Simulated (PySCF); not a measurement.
Computed structure and properties of [Gd(H2O)5]3+

System: [Gd(H2O)5]3+ (singlet in the valence; each metal's 4f electrons, 7 of them, lie in its core potential, out of spins and levels); start: displaced along the imaginary mode (C2). Method: PySCF 2.14.0, RKS r2SCAN, Gd lcecp-1-SVP with ECP53, O def2-SVP, H def2-SVP; non-relativistic Hamiltonian with scalar-relativistic core potentials where named; density fitting; no spin-orbit coupling.

Input of the relaxation:

```python
mol = gto.M(atom='''
Gd     0.03585    -0.00000    -0.00000
O     -0.46843     0.00432     2.30932
H     -0.61832     0.77262     2.90171
H     -0.54816    -0.76707     2.91145
O     -0.46843    -0.00429    -2.30932
H     -0.61838    -0.77257    -2.90171
H     -0.54810     0.76711    -2.91145
O      2.37678    -0.00009    -0.00000
H      2.98952    -0.76908    -0.25000
H      2.98958     0.76885     0.25000
O     -0.87069     2.17613     0.00052
H     -0.41506     3.04701    -0.00916
H     -1.82296     2.41968    -0.00039
O     -0.87086    -2.17606    -0.00052
H     -1.82314    -2.41954     0.00039
H     -0.41530    -3.04698     0.00916''',
    basis={'Gd': 'lcecp-1-SVP', 'O': 'def2-SVP', 'H': 'def2-SVP'},
    ecp={'Gd': 'lcecp-1-SVP'},
    charge=3, spin=0)
mf = dft.RKS(mol, xc='R2SCAN')
mf.grids.atom_grid = (50, 194)  # f atoms: unpruned, at least (60, 302)
mf = mf.density_fit()  # fitting sets: Gd AutoAux, O def2-universal-JKFIT, H def2-universal-JKFIT
mf.conv_tol = 1e-08; mf.max_cycle = 55
mf.kernel(dm0)  # dm0: converged density of the start geometry
# quasi-Newton relaxation in Cartesian coordinates to a largest gradient under 0.00045 Eh/bohr, steps kept in the point group
```

Run from Python with OMP_NUM_THREADS=4; the lines above give its settings. Where DIIS fails, smearing, a level shift and second-order steps follow.
It took 5.7 min on 4 threads of Arm Neoverse V2, with other jobs on the host, from the converged density of the start.

Course of the relaxation:

```csv
step,energy above end (eV),largest force component within the symmetry (eV/Å)
0,0.1215,1.198
1,0.0699,0.149
2,0.0669,0.055
3,0.0646,0.223
4,0.0626,0.346
5,0.0578,0.346
6,0.0457,0.118
7,0.0459,0.642
34,0.0002,0.029
35,0.0002,0.043
36,0.0004,0.065
37,0.0004,0.037
38,0.0000,0.013
39,0.0000,0.010
```
(The steps between are left out.)

Relaxed geometry (C2, nearly C2v):

```xyz
16

Gd   -0.0259    0.0000    0.0000
O    -0.4676    0.0441    2.3219
H    -0.6276    0.8264    2.8930
H    -0.5534   -0.7120    2.9424
O    -0.4676   -0.0441   -2.3219
H    -0.6277   -0.8264   -2.8930
H    -0.5534    0.7120   -2.9424
O     2.3060   -0.0001    0.0000
H     2.9148   -0.0289   -0.7723
H     2.9148    0.0287    0.7723
O    -0.8433    2.2128   -0.0364
H    -0.3335    3.0528   -0.0098
H    -1.7772    2.5148   -0.0881
O    -0.8435   -2.2127    0.0364
H    -1.7774   -2.5146    0.0881
H    -0.3337   -3.0528    0.0098
```

```csv
contact,Å
Gd1–O2 (H2O),2.364
Gd1–O5 (H2O),2.364
Gd1–O8 (H2O),2.332
Gd1–O11 (H2O),2.359
Gd1–O14 (H2O),2.359
```

On the finer grid (75, 302):

```
HOMO                                                          : -21.78 eV
LUMO                                                          : -14.65 eV
Dipole about the centre of mass                               : 0.11 D
Set of Mulliken populations of Gd1 outside the core potential : s 2.19, p 6.28, d 0.93, f 0.05
D3(BJ) dispersion energy (not in the energies)                : -0.089 eV
```

```
atom  Mulliken (e)  Löwdin (e)  spin (e)
 Gd1          1.56        1.12      0.00
  O2         -0.33        0.00      0.00
  H3          0.31        0.19      0.00
  H4          0.31        0.19      0.00
  O5         -0.33        0.00      0.00
  H6          0.31        0.19      0.00
  H7          0.31        0.19      0.00
  O8         -0.34        0.01      0.00
  H9          0.32        0.19      0.00
 H10          0.32        0.19      0.00
 O11         -0.35       -0.01      0.00
 H12          0.31        0.19      0.00
 H13          0.32        0.19      0.00
 O14         -0.35       -0.01      0.00
 H15          0.32        0.19      0.00
 H16          0.31        0.19      0.00
```

The 4f levels lie in the core potential and are missing. Their spin isn't counted.

No frequency check is given for this geometry.

Taking off one H2O (charge 0, singlet; the rest: singlet) in vacuum, both parts rigid, costs 2.91 eV; the small basis without counterpoise inflates it. Parting with an electron moved from the ligand to the metal can be far cheaper, even downhill.

Rigid scan of H2O along the line from its metal:

(distance to O2 (Å), energy (eV)): (2.06, 0.508), (2.16, 0.187), (2.26, 0.036), (2.36, 0.000), (2.46, 0.039), (2.56, 0.124), (2.76, 0.367)

One start shape was tried, so this needn't be the lowest isomer.

An lcecp potential fixes the number of 4f electrons, so in runs with it no electron can move into or out of that shell.
